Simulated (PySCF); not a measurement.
**One molecule, a ladder of functionals, a line**

Molecule: SMILES C=CS[SiH3], C$_{2}$H$_{6}$SSi.

Bonds (- single, = double, # triple, : aromatic): C1=C2 1.336 Å, C2-S3 1.761 Å, S3-Si4 2.150 Å. C1 carries H5, H6; C2 carries H7; Si4 carries H8, H9, H10. H6 is cis to S3; H5 is trans to S3.

GIAO shieldings (ppm, equivalent atoms averaged) in PySCF on the PBE0-D3(BJ)/def2-SVP geometry, basis pcSseg-2, gas phase, non-relativistic:

```csv
functional,exact exchange (%),σ(S3),σ(Si4)
BLYP,0,524.0,378.3
BP86,0,545.7,389.4
PBE,0,549.2,391.8
PBE0,25,581.9,405.0
mPW1PW91,25,578.1,402.9
BHandHLYP,50,587.7,406.5
HF,100,645.0,439.1
```

(1) Fit each shielding as a line in the percentage of exact exchange.

(2) What does the line predict for B3LYP (20 %), and what does the run give?

Results:

(1) σ(S3) = 543.7 + 1.03 x (rms 10.1 ppm); σ(Si4) = 387.4 + 0.51 x (rms 5.0 ppm). The functionals also differ in their semilocal parts, which the line can't hold; Hartree–Fock has no correlation at all.

(2) σ(S3): 564.3 predicted, 551.7 computed; σ(Si4): 397.6 predicted, 389.4 computed ppm.
